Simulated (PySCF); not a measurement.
NMR data simulated for an unnamed compound:

¹H NMR (600 MHz, computed): δ 8.68 (s, 1H), 6.69 (br s, 1H), 5.80 (s, 2H), 4.71 (m, 1H), 4.65 (m, 1H), 3.58 (s, 3H).

¹³C{¹H} NMR (computed): δ 169.1 (C), 165.3 (CH), 161.9 (C), 98.5 (CH2), 55.6 (CH3).

[PySCF 2.14: shielding tensors at PBE0/pcSseg-1 (GIAO); GFN2-xTB geometry; one averaged value for each set of equivalent atoms; one conformer; no relativistic terms; isolated molecule]

Shifts are taken against calculated references (same method and geometry level): ¹H (σ = 31.72 ppm), ¹³C (σ = 186.93 ppm) vs TMS.

Question: Which of these does the molecule contain: a non-aromatic C=C double bond, a Si–CH3 group, a carboxylic acid, a methoxy group, a C≡C triple bond, an ester?

Answer: 
- A non-aromatic C=C double bond: yes.
- A Si–CH3 group: no.
- A carboxylic acid: yes (δC 161.9; δH 6.69 (br s)).
- A methoxy group: yes (δC 55.6; δH 3.58 (s)).
- A C≡C triple bond: no.
- An ester: no.

The data belong to `C=C(OC)[SiH2]/N=C\C(=O)O`, C₅H₉NO₃Si; they needn't prove each group on their own.

Carbon signals by region: 3 in the far downfield region (above 160 ppm), 2 at 50–100 ppm. Above 160 ppm: 169.1, alkene carbon bearing oxygen, 165.3, C=N carbon, 161.9, carboxylic acid carbon.

The OH or NH signal is concentration- and solvent-dependent in practice; the value given is the gas-phase one. Shifts are as computed. Against solution values, carbons near 30 ppm lie about +3 ppm off and those near 130 ppm about +5 ppm. Of 1309 compounds with measured shifts, 239 miss one by over three times the rms of a fit or turn the order of signals round; such compounds aren't used in these exercises. Hydrogen bonding in solution deshields acid and N–H amide carbonyl carbons by as much as 10 ppm beyond these values. Multiplicities follow the n + 1 count of equivalent neighbours, as no J values were calculated; m marks all less simple cases, F and P coupling included.
